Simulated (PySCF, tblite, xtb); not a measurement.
Potential energy curve for SMILES F[SiH3]. The Si1–H5 bond (Si1 also carries F, H, H; H5 carries nothing else) is pulled apart rigidly from the PBE0/def2-TZVP optimised geometry.

- UCCSD(T) = CCSD(T) on UHF/cc-pVDZ, 6 core orbitals frozen (PySCF)
- GFN2-xTB, 300 K electronic temperature (tblite)
- RCCSD(T) = PySCF 2.14.0 with CCSD(T) on RHF/cc-pVDZ, 6 core orbitals frozen
- GFN1-xTB (xtb)
- UHF/STO-3G = unrestricted Hartree-Fock/STO-3G run with PySCF

Energies are in mEh, each relative to the lowest point of its own curve near equilibrium.

```json
[
 {"R / Å": "1.18", "UCCSD(T)": "50.6", "GFN2-xTB": "60.4", "RCCSD(T)": "50.6", "GFN1-xTB": "43.2", "UHF/STO-3G": "44.6"},
 {"R / Å": "1.27", "UCCSD(T)": "21.9", "GFN2-xTB": "20.5", "RCCSD(T)": "21.9", "GFN1-xTB": "15.0", "UHF/STO-3G": "15.4"},
 {"R / Å": "1.32", "UCCSD(T)": "12.0", "GFN2-xTB": "9.3", "RCCSD(T)": "12.0", "GFN1-xTB": "6.9", "UHF/STO-3G": "6.3"},
 {"R / Å": "1.39", "UCCSD(T)": "3.6", "GFN2-xTB": "1.7", "RCCSD(T)": "3.6", "GFN1-xTB": "1.2", "UHF/STO-3G": "0.3"},
 {"R / Å": "1.45", "UCCSD(T)": "0.5", "GFN2-xTB": "0.0", "RCCSD(T)": "0.5", "GFN1-xTB": "0.0", "UHF/STO-3G": "0.0"},
 {"R / Å": "1.48", "UCCSD(T)": "0.0", "GFN2-xTB": "0.2", "RCCSD(T)": "0.0", "GFN1-xTB": "0.4", "UHF/STO-3G": "1.3"},
 {"R / Å": "1.52", "UCCSD(T)": "0.3", "GFN2-xTB": "1.4", "RCCSD(T)": "0.3", "GFN1-xTB": "1.6", "UHF/STO-3G": "4.2"},
 {"R / Å": "1.56", "UCCSD(T)": "1.6", "GFN2-xTB": "3.2", "RCCSD(T)": "1.6", "GFN1-xTB": "3.6", "UHF/STO-3G": "8.3"},
 {"R / Å": "1.63", "UCCSD(T)": "5.7", "GFN2-xTB": "7.6", "RCCSD(T)": "5.7", "GFN1-xTB": "8.4", "UHF/STO-3G": "18.0"},
 {"R / Å": "1.72", "UCCSD(T)": "13.5", "GFN2-xTB": "14.5", "RCCSD(T)": "13.5", "GFN1-xTB": "16.5", "UHF/STO-3G": "34.0"},
 {"R / Å": "1.83", "UCCSD(T)": "25.3", "GFN2-xTB": "24.1", "RCCSD(T)": "25.3", "GFN1-xTB": "28.3", "UHF/STO-3G": "57.1"},
 {"R / Å": "1.99", "UCCSD(T)": "44.5", "GFN2-xTB": "39.9", "RCCSD(T)": "44.5", "GFN1-xTB": "46.8", "UHF/STO-3G": "94.6"},
 {"R / Å": "2.23", "UCCSD(T)": "73.4", "GFN2-xTB": "65.1", "RCCSD(T)": "73.2", "GFN1-xTB": "75.0", "UHF/STO-3G": "133.4"},
 {"R / Å": "2.44", "UCCSD(T)": "95.8", "GFN2-xTB": "86.5", "RCCSD(T)": "95.1", "GFN1-xTB": "99.3", "UHF/STO-3G": "150.6"},
 {"R / Å": "2.64", "UCCSD(T)": "113.5", "GFN2-xTB": "105.0", "RCCSD(T)": "112.0", "GFN1-xTB": "121.3", "UHF/STO-3G": "159.3"},
 {"R / Å": "2.96", "UCCSD(T)": "134.1", "GFN2-xTB": "129.5", "RCCSD(T)": "130.6", "GFN1-xTB": "152.5", "UHF/STO-3G": "165.7"},
 {"R / Å": "3.23", "UCCSD(T)": "143.6", "GFN2-xTB": "145.1", "RCCSD(T)": "139.0", "GFN1-xTB": "173.8", "UHF/STO-3G": "167.8"},
 {"R / Å": "3.63", "UCCSD(T)": "148.6", "GFN2-xTB": "160.3", "RCCSD(T)": "143.1", "GFN1-xTB": "196.5", "UHF/STO-3G": "168.9"},
 {"R / Å": "3.95", "UCCSD(T)": "149.6", "GFN2-xTB": "167.3", "RCCSD(T)": "142.4", "GFN1-xTB": "208.2", "UHF/STO-3G": "169.1"},
 {"R / Å": "4.39", "UCCSD(T)": "150.0", "GFN2-xTB": "—", "RCCSD(T)": "139.9", "GFN1-xTB": "217.7", "UHF/STO-3G": "169.2"},
 {"R / Å": "5.18", "UCCSD(T)": "150.2", "GFN2-xTB": "—", "RCCSD(T)": "136.3", "GFN1-xTB": "223.5", "UHF/STO-3G": "169.2"}
]
```

At the longest distance, 5.18 Å, GFN1-xTB lies highest above its minimum (223.5 mEh) and RCCSD(T) lowest (136.3 mEh).

The RCCSD(T) curve passes through a maximum at 3.63 Å and then falls by 6.7 mEh up to the last usable point.

A dash means that the run gave no value there, or that the column was ended at a point which the program doubted or which failed a test of continuity chosen for this set; such a test can also cut sound points.

The unrestricted determinant behind UCCSD(T) is spin-contaminated at 2.23 to 5.18 Å (<S²> up to 1.0, against 0.00 for a pure singlet). The T1 diagnostic of CCSD on the restricted reference of RCCSD(T) exceeds 0.045 at 3.63 to 5.18 Å. The unrestricted determinant behind UHF/STO-3G is spin-contaminated at 1.99 to 5.18 Å (<S²> up to 1.0, against 0.00 for a pure singlet).
